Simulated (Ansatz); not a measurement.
Job for Ansatz (a quantum-chemistry and plane-wave program): R-CCSD(T)/cc-pVTZ on NH (SMILES [NH]), 2S+1 = 1, a spin state set in the input, which need not be the lowest.

Ansatz 0.2 input:
```yaml
crystal:
  periodic: [false, false, false]
  atoms:
    - {symbol: N, position_ang: [-0.00000000, -0.00000000, -0.13018578]}
    - {symbol: H, position_ang: [0.00000000, 0.00000000, 0.91130049]}
basis:
  gaussian:
    orbitals: cc-pVTZ
magnetization: {spin_polarized: false}
correlation: {method: ccsd_t, electrons: outside_noble_gas}
scf: {omitted_lower_state_checks: [cluster_reference]}
```

It printed:

```
WARN ansatz: RAYON_NUM_THREADS=2 ignored (pool sized by the plan → 2); use --threads N
Functional definition: HF
these checks for a lower state are left out or cut short: cluster_reference
integrals: 0.01 GiB planned
257 factors; integrals over basis functions are off by at most 1.0e-3 eV
mean field: 0.05 GiB planned
mean field evaluation 1: about -1492.9699 eV, gradient 9.5e0 eV
mean field evaluation 2: about -1492.9701 eV, gradient 9.5e0 eV
mean field evaluation 4: about -1493.2011 eV, gradient 4.6e-1 eV
mean field evaluation 8: about -1493.2019 eV, gradient 1.4e-4 eV
mean field evaluation 16: about -1493.2019 eV, gradient 7.0e-5 eV
mean field -1493.20193812 eV, -54.8741590972 hartree, gradient 2.4e-6 eV, S^2 0.000000; 2 other end points of the search recorded, 0 dependent functions left out; unrestricted orbitals would lower it
1 core orbitals not correlated
reference -1493.20193812 eV, -54.8741590972 hartree; 3, 3 occupied and 40, 40 virtual orbitals, 257 factors
second order -4.28646689 eV of doubles, -0.00000000 eV of singles
coupled cluster: 0.06 GiB planned
cycle   1  -4.73680156 eV  change   -4.5e-1 eV  update   4.8e-2
cycle   2  -4.95218536 eV  change   -2.2e-1 eV  update   2.7e-2
cycle   3  -4.98823176 eV  change   -3.6e-2 eV  update   1.7e-2
cycle   4  -5.01315354 eV  change   -2.5e-2 eV  update   1.3e-2
cycle   5  -5.05096320 eV  change   -3.8e-2 eV  update   1.0e-2
cycle   6  -5.07146185 eV  change   -2.0e-2 eV  update   5.5e-3
cycle   7  -5.07894988 eV  change   -7.5e-3 eV  update   2.4e-3
cycle   8  -5.07935970 eV  change   -4.1e-4 eV  update   8.6e-4
cycle   9  -5.07959450 eV  change   -2.3e-4 eV  update   1.9e-4
cycle  10  -5.07965948 eV  change   -6.5e-5 eV  update   4.1e-5
cycle  11  -5.07964576 eV  change    1.4e-5 eV  update   9.2e-6
cycle  12  -5.07964784 eV  change   -2.1e-6 eV  update   2.2e-6
coupled cluster: 0.06 GiB planned
perturbative correction -0.23867919 eV, -0.0087712985 hartree
Total energy: -1498.52026515 eV, -55.0696040109 hartree
Checks for a lower state left out: cluster_reference
```

Self-consistency was reached.

Cost: roughly 0.9 core-seconds.
